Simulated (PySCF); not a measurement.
H₃Sb, triplet, geometry from GFN2-xTB (a higher spin typed on purpose: for a closed-shell molecule this is an excited state) (core potentials on Sb). Base run: PBE/def2-SVP (PySCF).

The PySCF input:
```python
from pyscf import gto, scf, dft

mol = gto.Mole()
mol.atom = '''
    Sb   -0.03072174    0.00612194    0.00294575
    H    -0.40271124   -1.90552364    0.08879553
    H     0.34262816    1.91749643   -0.08303447
    H     1.62689170   -0.32419160   -0.15599435
'''
mol.basis = 'def2-svp'
mol.ecp = {'Sb': 'def2-svp'}
mol.spin = 2
mol.verbose = 4
mol.build()

mf = dft.UKS(mol)
mf.xc = 'pbe'
mf.kernel()
mf.analyze()
```

Variants of this job, named by their change:

```json
[
 {"change": "base", "ΔE vs base (mEh)": "0.000", "SCF cycles": "10", "<S^2>": "2.009", "outcome": "converged"},
 {"change": "level_shift = 0.5 (with mf.max_cycle = 100)", "ΔE vs base (mEh)": "0.000", "SCF cycles": "26", "<S^2>": "2.009", "outcome": "converged"},
 {"change": "conv_tol = 1e-11", "ΔE vs base (mEh)": "0.000", "SCF cycles": "12", "<S^2>": "2.009", "outcome": "converged"},
 {"change": "diis = off (with mf.max_cycle = 100)", "ΔE vs base (mEh)": "-", "SCF cycles": "100", "<S^2>": "-", "outcome": "not converged"},
 {"change": "diis_space = 20", "ΔE vs base (mEh)": "0.000", "SCF cycles": "10", "<S^2>": "2.009", "outcome": "converged"},
 {"change": "init_guess = vsap", "ΔE vs base (mEh)": "-", "SCF cycles": "-", "<S^2>": "-", "outcome": "input refused"},
 {"change": "level_shift = 1.0 (with mf.max_cycle = 100)", "ΔE vs base (mEh)": "0.000", "SCF cycles": "48", "<S^2>": "2.009", "outcome": "converged"},
 {"change": "solver = newton; init_guess = 1e", "ΔE vs base (mEh)": "0.000", "SCF cycles": "-", "<S^2>": "2.009", "outcome": "converged"},
 {"change": "DIIS = ADIIS", "ΔE vs base (mEh)": "0.000", "SCF cycles": "13", "<S^2>": "2.009", "outcome": "converged"},
 {"change": "diis_space = 12", "ΔE vs base (mEh)": "0.000", "SCF cycles": "10", "<S^2>": "2.009", "outcome": "converged"},
 {"change": "init_guess = mod_huckel", "ΔE vs base (mEh)": "0.000", "SCF cycles": "9", "<S^2>": "2.009", "outcome": "converged"},
 {"change": "conv_tol = 1e-7", "ΔE vs base (mEh)": "0.000", "SCF cycles": "9", "<S^2>": "2.009", "outcome": "converged"},
 {"change": "conv_tol_grad = 1e-7", "ΔE vs base (mEh)": "0.000", "SCF cycles": "14", "<S^2>": "2.009", "outcome": "converged"}
]
```

Open shells are given as the SCF converged; they aren't shown to be the lowest states, and a large step between rows can be another state.

- init_guess = vsap: ended with `AssertionError: ECP or PP not supported`
